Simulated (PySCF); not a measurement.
# Electronic structure of Sc⁺ (scandium, charge +1) at the UHF level

Configuration: [Ar] 3d1 4s1, high-spin 3D determinant. All numbers are calculated (PySCF 2.14, the spin-free X2C one-electron Hamiltonian (Gaussian nucleus), in aug-cc-pVTZ-DK (8s7p5d3f2g, 93 functions)).

```
Total energy                                                  : -763.086983 hartree
One-electron energy                                           : -1039.6771 hartree
Hartree (Coulomb) energy                                      : 314.8256 hartree
Exchange energy                                               : -38.2355 hartree
⟨S²⟩                                                          : 2.0018
⟨L²⟩                                                          : 6.021
Sum of ⟨r⟩                                                    : 16.94 bohr
Sum of ⟨r²⟩                                                   : 30.28 bohr²
Traceless quadrupole moment −½Σ⟨3z² − r²⟩ along its main axis : 0.735 e·bohr²
Langevin diamagnetic susceptibility                           : -24.0 ×10⁻⁶ cm³/mol
```

```tsv
shell	electrons	mean orbital energy (eV)	spread (eV)	rms radius, mean of both spins (bohr)
1s α	1	-4546.3	0	0.0844
1s β	1	-4546.3	0	0.0844
2s α	1	-531.22	0	0.370
2s β	1	-530.75	0	0.370
2p α	3	-433.89	0.069	0.340
2p β	3	-433.50	0.493	0.340
3s α	1	-78.221	0	1.15
3s β	1	-76.395	0	1.15
3p α	3	-50.716	1.047	1.27
3p β	3	-48.693	1.532	1.27
3d α	1	-16.342	0	1.85
4s α	1	-12.298	0	3.68
```

Densities and radii are taken from the X2C orbitals without a picture-change correction, which distorts them close to the nucleus.

Spin-orbit constants ζ (cm⁻¹) from the X2C one-electron operator on these orbitals: bare nucleus, nucleus screened by l(l+1)(2l+1)/3 electrons, and screened by the Breit-Pauli mean field of the electrons.

```tsv
shell	bare	screened nucleus	mean field
2p	26920	24360	23190
3p	2770	2506	2367
3d	177.3	92.85	77.10
```

To first order the Landé constant is A = 38.55 cm⁻¹, so the lowest level has J = 1 and lies 0.0143 eV below the centre of the term. This holds in LS coupling only.
